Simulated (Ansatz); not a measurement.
Species: BNH4, charge 0, singlet. BNH4 (SMILES BN).
B3LYP-D3(BJ)/def2-TZVP minimum from Ansatz (a first-principles code):
```xyz
6

B     -0.7766     0.0323    -0.0041
N      0.6098    -0.0254     0.0032
H     -1.3984    -0.9854    -0.0254
H     -1.3119     1.0982     0.0110
H      1.1972     0.7922     0.0209
H      1.1274    -0.8889    -0.0085
```

Total energies in cc-pVTZ, 12 correlated electrons, 2 frozen orbitals. UHF or UKS for unpaired electrons; spin-orbit terms are left out. Cores are frozen in correlated methods. No relativity.

```
method    program  energy (Eh)  minus CCSDT(Q) (mEh)
--------  -------  -----------  --------------------
HF         Ansatz    -81.52660                363.71
MP2        Ansatz    -81.85424                 36.07
CCSD       Ansatz    -81.87718                 13.13
CCSD(T)    Ansatz    -81.88933                  0.97
CCSDT(Q)   Ansatz    -81.89031                  0.00
```

Rough core times of Ansatz's runs on a shared machine: CCSD(T) under 20 s, CCSDT(Q) 3 min.
